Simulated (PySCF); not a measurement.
SnOCl, SMILES [Cl][Sn]=[O], multiplicity 2. Geometry optimised at PBE-D3(BJ)/def2-TZVP. The def2 effective core potentials stand for the cores of Sn; spin–orbit coupling is left out.

Give the equilibrium geometry at PBE-D3(BJ)/def2-TZVP (PySCF confirms it by a frequency run) as bond lengths and angles, and its point group. (The exact figures need the calculation; the answer reports its results.)

point group Cs.
Atoms: Sn1 O2 Cl3. Bonded distances (Å): Sn1–O2 1.897, Sn1–Cl3 2.387. Bond angles (°): O2–Sn1–Cl3 116.5.
Charge 0, spin multiplicity 2.
